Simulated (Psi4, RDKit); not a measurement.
Relaxed torsion scan: SMILES CC(C)(C)C[SiH2]Cl. Scanned: dihedral C2–C5–Si6–Cl7; all other coordinates were relaxed at GFN2-xTB. Points at φ and −φ are mirror images. Heavy atoms are numbered in the order of the SMILES CC(C)(C)C[SiH2]Cl, hydrogens after them in the order of the atoms that carry them; the mirror image has the same energies with the sign of each dihedral reversed.

- PBE/def2-SVP // GFN2-xTB (Psi4)
- UFF // GFN2-xTB (RDKit)
- PBE-D3(BJ)/def2-SVP // GFN2-xTB (Psi4)

Energies relative to the lowest point of each profile, in mEh:

```
φ / °  PBE/def2-SVP  UFF
-----  ------------  ---
-160            0.4  1.1
-140            1.3  2.4
-120            1.8  2.7
-100            0.8  1.9
-80             0.0  1.0
-60             0.0  2.8
-20             2.2  7.1
0               3.0  8.1
40              0.6  5.1
80              0.0  1.0
140             1.3  2.4
160             0.4  1.1
```

Estimate the PBE-D3(BJ)/def2-SVP values at these points.

-160: 0.9; -140: 1.8; -120: 2.2; -100: 1.0; -80: 0.0; -60: 0.0; -20: 2.1; 0: 2.9; 40: 0.4; 80: 0.0; 140: 1.8; 160: 0.9 (mEh).
